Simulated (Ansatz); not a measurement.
`[SiH3][SiH2]B[SeH]` + H–F → `FB[SeH]` + `[SiH3][SiH3]` at 400 K and 1 bar (cleavage of the B–Si bond).

Program: Ansatz. Geometries: PBE0-D4/def2-TZVP. ΔE: electronic, gas phase. CCSD(T)/CBS adds triple-zeta CCSD(T) − MP2 to the extrapolated MP2 energy (def2 sets, frozen cores). This one scheme is used for every species. For Se outer-core shells are correlated without core-valence functions, which leaves a few kJ/mol of doubt a bond. Scalar relativity is left out up to krypton. Each species was taken in one conformer, which may not be the lowest.

| species | CCSD(T)/CBS energy (Eh) | H − E (kJ/mol) | S (J/(mol·K)) |
| --- | --- | --- | --- |
| `[SiH3][SiH2]B[SeH]` | -3007.86627 | 203.2 | 424.4 |
| H–F | -100.39570 | 36.5 | 182.2 |
| `FB[SeH]` | -2526.56401 | 81.4 | 299.9 |
| `[SiH3][SiH3]` | -581.74359 | 152.8 | 300.2 |

H − E and S are ideal-gas, rigid-rotor, harmonic terms from PBE0-D4/def2-TZVP, for one conformer and one mirror image of each species. 1 Eh = 2625.50 kJ/mol, R = 8.31446 J/(mol·K).

**Question.** By hand: ΔE, ΔH, ΔS and ΔG.

**Answer.** ΔE = (-2526.56401) + (-581.74359) − (-3007.86627) − (-100.39570) = -0.04563 Eh = -119.8 kJ/mol. Δ(H − E) = 81.4 + 152.8 − 203.2 − 36.5 = -5.5, so ΔH = -125.3 kJ/mol. ΔS = 299.9 + 300.2 − 424.4 − 182.2 = -6.5 J/(mol·K). ΔG = -125.3 − 400 × (-6.5)/1000 = -122.7 kJ/mol.

**Question.** By hand: the equilibrium constant, and the temperature at which ΔG would vanish if ΔH and ΔS stayed fixed.

**Answer.** log₁₀ K = −ΔG/(RT ln 10) = 16.0. ΔG = 0 at ΔH/ΔS = 19277 K, far beyond where these terms or the molecules hold.

The number of gas molecules stays the same, so ΔS is small and ΔH decides. A doubt of 5 kJ/mol in ΔE shifts log₁₀ K by 0.7 here. Other conformers and mirror images would add mixing entropy, several J/(mol·K) or more a flexible species. Modes under 60 cm⁻¹, often nearly free rotors, make the harmonic entropy too high. These are equilibria of isolated gas molecules and say nothing of rates. Largest T1 diagnostic: 0.014 (customary marks: 0.02 for closed shells, 0.045 for open ones).
